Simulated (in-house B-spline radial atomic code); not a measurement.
A fraction x of an electron is removed from 3d in the copper ion Cu⁵⁺, starting from [Ar] 3d6 and keeping the highest spin. Level of theory: non-relativistic TPSS, spin-polarised, spherical fractional occupations, point nucleus; calculated with a radial B-spline atomic code at the basis-set limit.

```tsv
x	E(x) - E(0) (eV)	3d down level (eV)
0	0.0000	-92.245
0.07	6.5167	-93.947
0.15	14.1106	-95.903
0.27	25.7959	-98.857
0.48	47.1038	-104.087
0.5	49.1905	-104.589
0.61	60.8476	-107.361
0.68	68.4249	-109.135
0.83	85.0817	-112.962
0.94	97.6628	-115.790
1	104.6567	-
```

The exact functional would give a straight line between the two integer points. Deviations E(x) - E(0) - x[E(1) - E(0)], in eV: -0.809 at x = 0.07, -1.588 at x = 0.15, -2.461 at x = 0.27, -3.131 at x = 0.48, -3.138 at x = 0.5, -2.993 at x = 0.61, -2.742 at x = 0.68, -1.783 at x = 0.83, -0.714 at x = 0.94.

The curve lies below the straight line by up to 3.138 eV (at x = 0.5): convex, the delocalisation error that favours fractional charges.

Question: How well does Slater's transition state (minus the level at half occupation) give the ionisation energy?

Answer: It gives 104.589 eV against 104.657 eV from the two total energies; NIST lists 103.00 eV, ground level to ground level.
